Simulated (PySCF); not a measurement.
## Ionisation energy along the 38-electron series

Calculated with PySCF 2.14 and a two-component X2C-1e Hamiltonian (Gaussian nucleus, no Breit or QED terms), each ion in its own even-tempered basis scaled to its charge; GMP2 freezes [Ar] 3d10 and drops the highest virtual spinors. Values in eV. NIST values: (m) measured, (s) semi-empirical, (t) theoretical.

```tsv
ion	configuration	GHF (screened spin-orbit)	GMP2 (screened spin-orbit)	NIST
Pr²¹⁺	[Kr] 4d2	626.85	627.17	627 ± 4 (t)
Pm²³⁺	[Kr] 4d2	728.62	728.90	730 ± 4 (t)
```

(1) Fill in the row of Nd²²⁺.

Results:

(1) configuration: [Kr] 4d2; GHF (screened spin-orbit): 676.83; GMP2 (screened spin-orbit): 677.13; NIST: 678 ± 4 (t).
